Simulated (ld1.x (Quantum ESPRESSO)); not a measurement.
# Fe (Z = 26), TM: configuration errors across variants

```
Element                 : Fe
Generator               : ld1.x (Quantum ESPRESSO) 7.5
Type                    : norm-conserving Troullier–Martins (Kleinman–Bylander form)
Functional              : PBEsol
Relativity              : scalar-relativistic
Frozen core             : [Ar]
Valence charge          : 8
Reference configuration : 3d6 4s0 4p0 (charge +2)
Partial waves           : 4s (bound, empty): rc 2.15 bohr; 4p (bound, empty): rc 2.85 bohr; 3d (bound): rc 0.95 bohr
Local potential         : all-electron potential smoothed inside 2.05 bohr (lloc = -1)
Core correction         : none
```

All-electron excitation energies from the reference (eV): (1) 3d6 4s2 4p0 -24.861; (2) 3d6 4s1 4p0 -16.116; (3) 3d5 4s0 4p0 34.187; (4) 3d6 4s0 4p2 -16.371; (5) 3d6.5 4s1.5 4p0 -25.592; (6) 3d6 4s1 4p1 -20.726; (7) 3d5 4s2 4p0 -10.626.

2 further variants failed, have other tests or too few solved ones, and are left out.

Errors AE − PS in meV (a dash: test not solved or not reliable):

```csv
change,(1),(2),(3),(4),(5),(6),(7),bound ghosts
base,+138,+63,-250,+75,+155,+103,-311,none
core correction a·sin(br)/r model core inside 0.44 bohr,-34,-14,-398,-7.0,+2.1,-18,-538,none
core correction a·sin(br)/r model core inside 0.62 bohr,-34,-14,-397,-7.0,+2.1,-18,-538,none
core correction a·sin(br)/r model core inside 0.78 bohr,-34,-14,-397,-7.0,+2.1,-18,-537,none
core correction a·sin(br)/r model core inside 1.00 bohr,-33,-14,-393,-6.8,+2.1,-18,-530,none
```

Q: Give the same row for: core correction a·sin(br)/r model core inside 1.12 bohr.

A: -32, -14, -389, -6.6, +2.1, -17, -523; bound ghosts: none.
